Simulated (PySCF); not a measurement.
These are PySCF with B3LYP-D3(BJ)/def2-TZVP // B3LYP-D3(BJ)/def2-SVP values and carry that method's errors. Isolated molecules, 0 K electronic values unless said otherwise. B3LYP has the VWN-RPA correlation part, as in Gaussian. 

Reference species (SMILES): `Cc1c([SiH3])ccc2ccsc12` (neutral, multiplicity 1).

* **HOMO–LUMO gap**: 4.80 eV
* **dipole moment**: 1.10 D
* **LUMO**: -1.31 eV

Changed species: `Cc1cc([SiH3])c2sccc2c1`.

### Question
Predict the effect on the HOMO–LUMO gap, dipole moment and LUMO.

### Answer
the HOMO–LUMO gap rises by 0.18 eV, to 4.98 eV; the dipole moment goes up by 0.50 D, to 1.60 D; the LUMO increases by 0.11 eV, to -1.20 eV.
